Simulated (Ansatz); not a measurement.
A made-up structure of GeH2SeO, closed shell:

O1  (-0.463, -0.970, 1.597)
Ge2  (-0.100, 0.305, -0.256)
Se3  (0.932, -1.056, 0.296)
H4  (-0.898, 0.031, -1.529)
H5  (0.528, 1.690, -0.108)
(Å)

It is relaxed with PBE-D4/def2-SVP and then PBE0-D4/def2-TZVP (Ansatz 0.2.0). Atoms count as bonded within 1.22 times the sum of their covalent radii (H–H: 0.88 Å). The end point is not checked to be a true minimum.

Task: Does its bonding change? (Judge from chemistry; the calculation decides.)

Result: Computed: Yes. Formed: O1–Ge2; broken: none.

Where it ends: The first stage lowers the energy by 5.43 eV in 7 steps. It ends as GeH₂SeO ([O]1[GeH2][Se]1):
| atom | x (Å) | y (Å) | z (Å) |
| --- | --- | --- | --- |
| O1 | -0.4249 | -0.6655 | 1.2033 |
| Ge2 | -0.0781 | 0.2986 | -0.2702 |
| Se3 | 1.1738 | -1.4400 | 0.5029 |
| H4 | -1.0486 | 0.0739 | -1.4286 |
| H5 | 0.3778 | 1.7330 | -0.0074 |

Labels in which every atom is bracketed show which atoms are joined, not bond orders.

For scale, one of the runs: PBE0-D4/def2-TZVP relaxation, 139 basis functions, launched by `ansatz run in.yaml --threads 2 --pin off --events-out ev --progress --plain --max-ram 4352MiB`. The run took about 24 s on 2 CPU threads of an Arm Neoverse V1 (shared host).
